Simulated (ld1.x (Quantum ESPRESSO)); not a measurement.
# B: excitation energies, all-electron against PAW

boron, PAW, made with ld1.x (Quantum ESPRESSO) 7.5 (BLYP, scalar-relativistic). Core [He], reference 2s1.5 2p1.5. Waves: 2s (bound): rcut 1.30, rcutus 1.65 bohr; 2s channel at -0.3 Ry: rcut 1.30, rcutus 1.65 bohr; 2p (bound): rcut 3.00, rcutus 4.20 bohr; 2p channel at 1.29 Ry: rcut 3.00, rcutus 4.20 bohr; 3d channel at -0.15 Ry: rcut 3.60, rcutus 3.80 bohr; 3d channel at 1.75 Ry: rcut 3.60, rcutus 3.80 bohr. Local part: all-electron potential smoothed inside 3.65 bohr (lloc = -1). Core correction: a·sin(br)/r model core, default radius (ld1.x builds one for every PAW set, though the input has nlcc=.false.). Augmentation charge: PSQ, inside the norm-conserving radii.

Energies are relative to the spin-unpolarised reference configuration 2s1.5 2p1.5; without spin polarisation the order of configurations can differ from experiment.

(1) Give the all-electron excitation energy and the error of the potential for: 2s2 2p1; 2s2 2p0; 2s1 2p0; 2s2 2p1.3; 2s1 2p1; 2s1 2p2; 2s2 2p0.5.

Levels in the configuration 2s2 2p1:

| level | all-electron (eV) | pseudo (eV) |
| --- | --- | --- |
| 2s | -9.302 | -9.307 |
| 2p | -3.537 | -3.537 |

Results:

(1)

```json
{"valence configuration": "2s2 2p1", "charge": "0", "ΔE all-electron (eV)": "-2.887", "error AE − PS (meV)": "+1.1"}
{"valence configuration": "2s2 2p0", "charge": "+1", "ΔE all-electron (eV)": "5.286", "error AE − PS (meV)": "-1.1"}
{"valence configuration": "2s1 2p0", "charge": "+2", "ΔE all-electron (eV)": "30.636", "error AE − PS (meV)": "-19"}
{"valence configuration": "2s2 2p1.3", "charge": "-0.3", "ΔE all-electron (eV)": "-3.604", "error AE − PS (meV)": "+0.7"}
{"valence configuration": "2s1 2p1", "charge": "+1", "ΔE all-electron (eV)": "11.338", "error AE − PS (meV)": "+4.1"}
{"valence configuration": "2s1 2p2", "charge": "0", "ΔE all-electron (eV)": "2.896", "error AE − PS (meV)": "+0.3"}
{"valence configuration": "2s2 2p0.5", "charge": "+0.5", "ΔE all-electron (eV)": "-0.030", "error AE − PS (meV)": "+0.8"}
```

ld1.x printed “convergence not achieved” for 7 of the counted tests; their residual had stalled under 1e-8, short of the target of 1e-14.
